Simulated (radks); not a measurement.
Initial-state core-level shifts of the gold ion Au+ when its valence configuration changes from [Xe] 4f14 5d10. All-electron calculation, scalar-relativistic Kohn-Sham, LDA (Slater exchange, Perdew-Wang correlation), spin-polarised, spherical densities, point nucleus; open shells are filled with parallel spins first (spin-orbit coupling, left out, can overturn this in heavy ions). Program: a radial shooting solver on a logarithmic mesh with Libxc functionals. Shifts are changes of the shell-averaged eigenvalues in eV (positive: less bound).

| valence | 3s | 4s | 4p | 4d |
|---|---|---|---|---|
| 4f13 5d10 6s1 | -18.899 | -16.522 | -15.955 | -15.424 |
| 4f13.5 5d10 6p0.5 | -10.213 | -9.071 | -8.793 | -8.529 |
| 4f14 5d8 6p2 | -10.227 | -10.185 | -10.183 | -10.184 |
| 4f14 5d9.5 6s0.5 | -1.633 | -1.623 | -1.623 | -1.625 |
| 4f14 5d9 6s1 | -3.309 | -3.288 | -3.288 | -3.290 |
| 4f14 5d8 6s1 6p1 | -8.553 | -8.507 | -8.505 | -8.508 |
| 4f14 5d9 6p1 | -5.078 | -5.064 | -5.063 | -5.065 |
| 4f13.5 5d10 6s0.5 | -9.296 | -8.151 | -7.872 | -7.609 |
| 4f14 5d7 6s2 6p1 | -12.435 | -12.343 | -12.338 | -12.342 |
